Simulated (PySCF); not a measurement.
Ga(F)2(OH) (F₂GaHO), SMILES [OH][Ga]([F])[F]. Atoms are numbered in the order given.

```xyz
5

Ga     0.0135    -0.0043     0.0000
F     -1.6928    -0.3423     0.0000
F      1.0924    -1.3583     0.0000
O      0.6316     1.6416     0.0000
H     -0.0667     2.3064     0.0000
```
Charge 0, spin multiplicity 1.

Geometry optimised at PBE0-D3(BJ)/def2-SVP. The values are those of a single conformer.

Level of theory: PySCF with CAM-B3LYP/def2-TZVPD.

Mulliken values depend strongly on the basis, most of all with diffuse functions as here. ESP charges are fitted to the potential on shells at 1.4 to 2.0 van der Waals radii. Atomic charges (e):

```csv
atom,Mulliken,ESP fit
Ga1,0.75,1.23
F2,-0.33,-0.47
F3,-0.30,-0.42
O4,-0.42,-0.72
H5,0.30,0.38
```
